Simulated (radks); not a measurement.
Exchange energies: the exact (Fock) value of the Kohn-Sham orbitals and density-functional approximations, as 100 (|E| - |E exact|)/|E exact|, negative where the magnitude is too small. Species: Ne8+ [He]; B3+ [He]. Calculated with a radial shooting solver on a logarithmic mesh with Libxc functionals: non-relativistic Kohn-Sham, PBE, spin-polarised, spherical densities, point nucleus. Every spin shell is full or empty, so the densities are truly spherical. Functionals are evaluated on that one density, not self-consistently.

\begin{tabular}{lrr}
functional & Ne8+ & B3+ \\ \hline
exact (hartree) & -6.01508 & -2.88981 \\
LDA & -14.15 & -14.05 \\
PBEsol & -6.20 & -6.04 \\
revPBE & -0.45 & -0.23 \\
RPBE & -0.22 & 0.00 \\
PW86 & -0.15 & +0.10 \\
AM05 & -10.94 & -10.84 \\
SOGGA & -6.42 & -6.26 \\
B86b & -0.96 & -0.74 \\
G96 & -0.27 & -0.11 \\
APBE & -0.36 & -0.13 \\
revTPSS & +0.07 & +0.16 \\
SCAN & +0.09 & +0.20 \\
MS2 & +0.12 & +0.27 \\
Tao-Mo & +0.12 & +0.27 \\
MVS & +0.10 & +0.22 \\
\end{tabular}
